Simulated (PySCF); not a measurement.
## Löwdin shares of the frontier orbitals

Species: C7H3ClOS.
Structure used (GFN2-xTB), in Å, numbered top down from 1:
```xyz
13
C7H3ClOS angstrom
C      3.537    0.742    0.861
C      2.399    0.492    0.565
C      1.074    0.203    0.222
C      0.640   -0.484   -0.893
C     -0.747   -0.606   -0.945
C     -1.380   -0.014    0.128
C     -2.772    0.084    0.450
O     -3.277    0.607    1.394
Cl    -3.804   -0.702   -0.773
S     -0.240    0.709    1.226
H      4.533    0.955    1.111
H      1.313   -0.878   -1.633
H     -1.280   -1.107   -1.732
```

Computed with TDDFT PBE0/def2-SVPD, vertical, gas phase, core orbitals frozen in the response in PySCF 2.14.0, density-fitted response routines.

Kohn–Sham orbitals with the atoms that hold most of them (Löwdin shares over 4%, at most four atoms; ? is withheld):

| orbital | ε (eV) | atoms |
| --- | --- | --- |
| LUMO+2 | -0.24 | S10 33%, C1 19%, C2 19%, C3 12% |
| LUMO+1 | -0.66 | C4 22%, C5 13%, C7 12%, O8 10% |
| LUMO | -2.87 | ? |
| HOMO | -7.42 | C6 19%, C1 18%, C3 15%, C2 14% |
| HOMO-1 | -8.27 | ? |
| HOMO-2 | -8.72 | O8 53%, Cl9 32%, C7 6% |
| HOMO-3 | -8.89 | C1 41%, C2 39%, C3 6%, S10 5% |

(1) Which atoms hold the HOMO-1, and with what shares?

(2) Give the leading atoms of the LUMO.

(3) How does S1 compare with the orbital gap of 4.55 eV?

(4) Give energy, strength and leading configuration of S1, S2 and S3, and follow the Löwdin shares of the leading atoms from the occupied to the empty orbital.

## Answers

(1) S10 (bonded to 2 C) 44%; C4 (bonded to 2 C and H) 18%; C5 (bonded to 2 C and H) 17%; C3 (bonded to 2 C and S) 8%. By element: sulfur 44%, carbon 44% or more.

(2) S10 (bonded to 2 C) 14%; C7 (bonded to C, Cl and O) 14%; C3 (bonded to 2 C and S) 14%; O8 (bonded to C) 13%. By element: carbon 28% or more, sulfur 14%, oxygen 13%.

(3) S1 is at 4.10 eV (f = 0.469), 0.46 eV below the gap, made of HOMO→LUMO (96%). Without the coupling terms of the response equations the lowest excitation would equal the gap.

(4) 
- S1 (4.10 eV, f 0.469), HOMO→LUMO (96%): C6 19% → at most 13%, C1 18% → at most 13%, S10 at most 14% → 14%, C7 at most 14% → 14%
- S2 (4.32 eV, f 0.0001), HOMO-2→LUMO (92%): O8 53% → 13%, Cl9 32% → at most 13%, S10 at most 4% → 14%, C7 6% → 14%
- S3 (4.62 eV, f 0.036), HOMO-1→LUMO (94%): S10 44% → 14%, C4 18% → at most 13%, C7 at most 9% → 14%

One conformer stands for the species.
